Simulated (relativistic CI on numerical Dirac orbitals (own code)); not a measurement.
# Hyperfine structure of Ru XXX, mass number 99

Calculated at this level of theory: Dirac-Coulomb-Breit CI, separate exchange-only KLI orbitals for each configuration, QED by a radiative potential, unscaled Slater integrals (own radial code, finite nucleus).

CI space (outside the closed core [Ne]): 3s²3p³, 3s3p⁴, 3s²3p²3d, 3p⁵, 3s3p³3d, 3p⁴3d, 3s3p²3d², 3s²3p3d4p, 3p⁴4s, 3s3p²3d4s, 3p⁴4p, 3s²3p²4s, 3s²3p3d², 3s²3d³, 3s3p3d³, 3s²3d²4s, 3p³3d², 3p²3d³, 3p²3d²4s, 3s²3p3d4s, 3s3p3d²4s, 3s²3d4s², 3s3p²3d4p, 3s3p3d²4p, 3p²3d²4p, 3s3p3d4s4p. Double excitations out of closed p, d and f shells are left out; levels of such configurations are missing from the list, as are those of other unlisted configurations, and high levels can miss mixing partners.

Nuclear spin I = 5/2, μ = -0.641 μN, Q = 0.079 b (tables of Stone and Pyykkö). The electronic factors are computed for point nuclear moments, without core polarisation or the Bohr-Weisskopf and QED corrections.

```json
{"Level": "3s²3p³ ²D°3/2", "E (cm⁻¹)": "198661", "A (GHz)": "-1.619", "B (GHz)": "2.05"}
{"Level": "3s²3p³ ²D°5/2", "E (cm⁻¹)": "248425", "A (GHz)": "-17.26", "B (GHz)": "-0.0022"}
{"Level": "3s²3p³ ²P°1/2", "E (cm⁻¹)": "310209", "A (GHz)": "-50.88", "B (GHz)": ""}
{"Level": "3s²3p³ ²P°3/2", "E (cm⁻¹)": "509570", "A (GHz)": "-9.311", "B (GHz)": "-5.59"}
{"Level": "3s3p⁴ ⁴P5/2", "E (cm⁻¹)": "804114", "A (GHz)": "-35.14", "B (GHz)": "2.23"}
{"Level": "3s3p⁴ ⁴P1/2", "E (cm⁻¹)": "930171", "A (GHz)": "-115.8", "B (GHz)": ""}
{"Level": "3s3p⁴ ²D5/2", "E (cm⁻¹)": "1096680", "A (GHz)": "-34.07", "B (GHz)": "-5.33"}
{"Level": "3s²3p²3d ⁴D1/2", "E (cm⁻¹)": "1122181", "A (GHz)": "-15.25", "B (GHz)": ""}
```

Levels with J = 0, under 50 % of one LS term, or S terms without an open s electron are left out. Small factors come from cancelling terms and can be off by tens of per cent or more.

At this charge energies of transitions that change n are usually good to better than 1 %, and those within a shell (Δn = 0) to a few per cent.

Q: Give the hyperfine levels of 3s²3p³ ²D°5/2 relative to its centre of gravity.

A: With K = F(F + 1) − I(I + 1) − J(J + 1), E = AK/2 + B[¾K(K + 1) − I(I + 1)J(J + 1)]/[2I(2I − 1)J(2J − 1)]: F = 0: 151, F = 1: 133.7, F = 2: 99.22, F = 3: 47.45, F = 4: -21.57, F = 5: -107.8 GHz.

LS names give the leading component of a level, which can be under half, so a name can repeat, a term be missing and a line seem to break the LS rules.
